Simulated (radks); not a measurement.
Fe, 26 electrons, occupied as [Ar] 3d7 4s1 (not the ground configuration). All-electron calculation, non-relativistic Kohn-Sham, LDA (Slater exchange, Perdew-Wang correlation), spin-polarised, spherical densities, point nucleus; open shells are filled with parallel spins first. Program: a radial shooting solver on a logarithmic mesh with Libxc functionals.

Radial electron density D(r) = 4 pi r^2 rho(r):

| r (bohr) | D(r) (e/bohr) | spin D(r) |
|---|---|---|
| 0.003957 | 1.899 | 0.000567 |
| 0.004569 | 2.454 | 0.000732 |
| 0.005277 | 3.155 | 0.000940 |
| 0.006046 | 3.979 | 0.00118 |
| 0.006982 | 5.055 | 0.00150 |
| 0.008064 | 6.374 | 0.00188 |
| 0.009313 | 7.969 | 0.00234 |
| 0.01076 | 9.863 | 0.00288 |
| 0.01242 | 12.07 | 0.00349 |
| 0.01434 | 14.57 | 0.00416 |
| 0.01657 | 17.33 | 0.00487 |
| 0.01913 | 20.26 | 0.00555 |
| 0.0221 | 23.22 | 0.00613 |
| 0.02552 | 26.01 | 0.00652 |
| 0.02947 | 28.40 | 0.00659 |
| 0.03403 | 30.15 | 0.00623 |
| 0.03931 | 31.02 | 0.00533 |
| 0.04539 | 30.90 | 0.00388 |
| 0.05242 | 29.83 | 0.00203 |
| 0.06006 | 28.19 | 0.000292 |
| 0.06936 | 26.25 | -0.000806 |
| 0.08011 | 24.74 | 0.0000825 |
| 0.09251 | 24.29 | 0.00476 |
| 0.1068 | 25.31 | 0.0157 |
| 0.1234 | 27.73 | 0.0360 |
| 0.1425 | 30.88 | 0.0701 |
| 0.1646 | 33.61 | 0.124 |
| 0.1901 | 34.65 | 0.205 |
| 0.2195 | 33.11 | 0.326 |
| 0.2535 | 28.99 | 0.499 |
| 0.2928 | 23.33 | 0.737 |
| 0.3381 | 17.83 | 1.05 |
| 0.3905 | 14.17 | 1.42 |
| 0.451 | 13.10 | 1.82 |
| 0.5208 | 14.14 | 2.19 |
| 0.5967 | 15.76 | 2.44 |
| 0.6891 | 16.69 | 2.55 |
| 0.7958 | 15.97 | 2.47 |
| 0.9191 | 13.67 | 2.23 |
| 1.061 | 10.54 | 1.91 |
| 1.226 | 7.452 | 1.59 |
| 1.416 | 4.962 | 1.30 |
| 1.635 | 3.234 | 1.07 |
| 1.888 | 2.148 | 0.894 |
| 2.181 | 1.488 | 0.751 |
| 2.518 | 1.065 | 0.618 |
| 2.908 | 0.7600 | 0.486 |
| 3.359 | 0.5213 | 0.356 |
| 3.879 | 0.3327 | 0.236 |
| 4.48 | 0.1923 | 0.139 |
| 5.174 | 0.09838 | 0.0715 |
| 5.928 | 0.04578 | 0.0328 |
| 6.846 | 0.01738 | 0.0119 |
| 7.906 | 0.005495 | 0.00351 |
| 9.13 | 0.001423 | 0.000798 |
| 10.54 | 0.0002972 | 0.000131 |

D(r) has 3 maxima, at r = 0.0416, 0.189, 0.700 bohr, and minima at 0.0903, 0.447 bohr, inside which lie 2.12, 10.72 electrons.
